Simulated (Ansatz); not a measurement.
A structure drawn as `[SiH3]C[SiH](Cl)Cl`, with this starting geometry:

Cartesian coordinates in Å:
```
Si -0.3779 0.1818 1.4599
C 0.5554 -0.6877 0.1472
Si 0.1353 0.1399 -1.4732
Cl 0.6460 2.0956 -1.6135
Cl -1.8807 0.0502 -1.9615
H -0.0305 -0.4910 2.7632
H 0.0278 1.6021 1.6079
H -1.8314 0.0500 1.2972
H 0.3047 -1.7269 0.1047
H 1.6226 -0.6417 0.2967
H 0.8288 -0.5723 -2.6285
```

Total charge 0; spin multiplicity 1.

**Question.** Relax it with Ansatz at PBE-D4/def2-SVP and then PBE0-D4/def2-TZVP. Is the drawn bonding still there?

**Answer.** Yes, every drawn bond is still there and no new one forms.

**Question.** Give the relaxed structure. (An estimate is asked.)

**Answer.** The calculation gave: 
Z-matrix (Å, degrees):
```
Si
C 1 1.881
H 1 1.484 2 110.3
H 1 1.487 2 109.0 3 119.5
H 1 1.484 2 110.3 3 -121.0
Si 2 1.846 1 117.2 3 60.8
H 2 1.096 1 108.6 3 -61.1
H 2 1.096 1 108.6 3 -177.3
Cl 6 2.048 2 110.0 1 -59.7
Cl 6 2.048 2 109.9 1 60.2
H 6 1.477 2 113.5 1 -179.7
```
No frequency check was run.

Atoms count as bonded under 1.1 times the sum of their covalent radii (H–H under 0.85 Å, pairs among N, O and F under 1.55 Å), and a drawn bond as lost past 1.3 times.
